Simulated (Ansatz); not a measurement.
## Four-centre ligand exchange

Start structure (SiH3SF3, closed shell), relaxed at PBE0-D4/def2-TZVP:

```xyz
8
angstrom
Si -1.1586 0.5943 -0.0975
H -1.6122 -0.6822 0.4424
F -0.4418 0.4277 -1.4910
F -2.3938 1.5473 -0.3242
F -0.1759 1.3379 0.8847
H 2.1648 -0.4746 0.9806
S 1.6566 -1.5835 0.4218
H 1.9608 -1.1670 -0.8169
```

The step: SiHF₃ ([F][SiH]([F])[F]) + H₂S → SiHSF₃ ([F][Si]([F])([F])[SH]) + H₂; bonds formed: Si1–S7, H2–H6; bonds broken: Si1–H2, H6–S7. Program: Ansatz 0.2.0. Basis: def2-TZVPP and def2-QZVPP. Cores are frozen in the correlated methods. Extrapolation: Hartree–Fock as exp(−7.88 √X), correlation as X^−2.97. Energies below are by CCSD(T) at an estimated basis limit (MP2 extrapolated from triple and quadruple zeta, plus CCSD(T) − MP2 in triple zeta).

(1) What are the electronic barrier and the energy of the step, from the start structure to the end structure? (To be estimated.)

The T1 diagnostic stays at or below 0.013.

Results:

(1) Computed: Barrier 2.324 eV; step energy -0.264 eV (downhill); reverse barrier, their difference, 2.588 eV. Barrier and step energy count from the start structure, the reverse barrier from the end structure.

The saddle point: One imaginary mode of 1161i cm⁻¹.
```json
{"pair": "Si1–S7", "start (Å)": "3.60", "saddle (Å)": "2.38", "end (Å)": "2.09"}
{"pair": "H2–H6", "start (Å)": "3.82", "saddle (Å)": "1.14", "end (Å)": "0.75"}
{"pair": "Si1–H2", "start (Å)": "1.46", "saddle (Å)": "1.63", "end (Å)": "3.55"}
{"pair": "H6–S7", "start (Å)": "1.34", "saddle (Å)": "1.55", "end (Å)": "3.52"}
```

Zero-point energy (harmonic, PBE0-D4): ZPE is 0.938 eV at the start and 0.894 eV at the saddle, so the barrier goes from 2.324 to 2.279 eV.

Labels in which every atom is bracketed show which atoms are joined, not bond orders.

For scale, one of the runs: CCSD(T)/def2-TZVPP, 219 basis functions (an equivalent command: `ansatz run in.yaml --threads 4`). Time: 82 s of wall clock on 4 CPU threads; the host was shared. Peak host memory: 3.4 GiB.
